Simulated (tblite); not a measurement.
Species: CH5NO2Si.
Bonds: N1–C2, C2–O3 (double), C2–Si4, Si4–O5. Hydrogens: H6, H7 on N1; H8, H9 on Si4; H10 on O5.

Structure optimised with GFN2-xTB, isolated species.

List the bond lengths, angles and torsions at this level.

```tsv
bond	length (bohr)
N1–C2	2.548
C2=O3	2.310
C2–Si4	3.628
Si4–O5	3.053
N1–H6, N1–H7	1.901
Si4–H8, Si4–H9	2.761
O5–H10	1.813
```

Bonds in one row agree within 0.02 bohr and their mean is given. A selection of angles:
```tsv
angle	degrees
C2–N1–H6	119.9
C2–N1–H7	121.4
H6–N1–H7	118.7
N1–C2–O3	121.4
N1–C2–Si4	120.1
O3–C2–Si4	118.5
C2–Si4–O5	104.7
C2–Si4–H8	109.7
O5–Si4–H8	110.1
H8–Si4–H9	112.3
Si4–O5–H10	117.1
```

Torsions: N1–C2–Si4–O5 180° (antiperiplanar); H10–O5–Si4–C2 0° (synperiplanar).

O5 (silanol oxygen) is bent (angle 117.1°). The 5 heavy atoms lie in one plane (0.001 Å rms). N1 (nitrogen bound to a carbonyl carbon) is planar (angles 121.4°, 119.9° and 118.7°, sum 360.0°, 0.00 Å off the plane of its three neighbours). Si4 (oxygen-bound silicon) is distorted tetrahedral (angles from 104.7° to 112.3°). Of the pairs four or more bonds apart, O3···H10 is among the closest relative to their van der Waals radii: 2.47 Å, 91 % of the sum of Bondi's values.

Point group: Cs (every atom within 0.08 Å of its image). Its GFN2-xTB frequencies are all real (lowest 55 cm⁻¹). The numbers are those of one conformer (N1–C2–Si4–O5 180°, C2–Si4–O5–H 0°).

All values are computed, not measured.
